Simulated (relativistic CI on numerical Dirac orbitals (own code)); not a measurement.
## One change at a time: Ho XIV

Base calculation: Dirac-Coulomb-Breit CI, KLI orbitals optimised for each configuration, a model potential for QED, unscaled Slater integrals.

CI space (outside the closed core [Kr] 4d10): 4f6.5s2, 4f8, 4f7.5s, 4f6.5s.5p, 4f4.5s2.5p2, 4f5.5s2.5p, 4f7.6s, 4f6.5s.6s, 4f4.5s2.6s2, 4f6.6s2. Levels of other configurations are missing.

Variants: (1) QED terms removed; (2) one mean potential for all configurations. Shifts of the energy above 4f6.5s2 7F_0, in cm⁻¹, for the lowest level and the first level of each name with at least 55 % of one term (blank where a level changes its place among those of its configuration and J or its character, or is not in the variant):

| Level | Base | Δ(1) | Δ(2) |
| --- | --- | --- | --- |
| 4f6.5s2 7F_0 | 0.0 | 0.0 | 0.0 |
| 4f6.5s2 7F_1 | 951.8 | -8.9 | +89.7 |
| 4f6.5s2 7F_2 | 2498.1 | -20.5 | +199.4 |
| 4f6.5s2 7F_3 | 4366.8 | -32.1 | +300.5 |
| 4f6.5s2 7F_4 | 6389.7 | -42.4 | +384.6 |
| 4f6.5s2 7F_5 | 8460.5 | -51.2 | +449.4 |
| 4f6.5s2 7F_6 | 10497.8 | -58.0 | +491.7 |
| 4f6.5s2 5D_0 | 27736.6 | +24.3 | -816.4 |
| 4f6.5s2 5D_1 | 31709.1 | -4.1 | -564.6 |
| 4f7.5s 9S°_4 | 33546.5 | +1427.4 | -12340.0 |
| 4f6.5s2 5D_2 | 36910.4 | -30.3 | -366.4 |
| 4f6.5s2 5L_6 | 41076.0 | -10.5 | -699.9 |
| 4f6.5s2 5D_3 | 42746.7 | -53.0 | -219.9 |
| 4f6.5s2 5L_7 | 43462.6 | -30.4 | -505.4 |

At this charge transitions that keep the count of f electrons are usually good to a few per cent. Terms inside the open d or f shell come out 10 to 20 % too wide with unscaled integrals. Levels and lines within the n = 5 or 6 shells can be off by up to 10 % or somewhat more, and those that change n by about 2 %, since core polarisation is missing. Levels that differ in their count of f electrons can be misplaced by several ten thousand cm⁻¹, since the correlation energy of f electrons is missing or only estimated; rates across such gaps can be off by orders of magnitude.

Ionisation energy from one configuration of each of the two ions, the ground ones as tabulated or assumed: base 271.986 eV; QED terms removed 272.143 eV. The NIST ASD value (theoretical) is 284 ± 14 eV.

LS names give the leading component of a level, which can be under half, so a name can repeat, a term be missing and a line seem to break the LS rules.
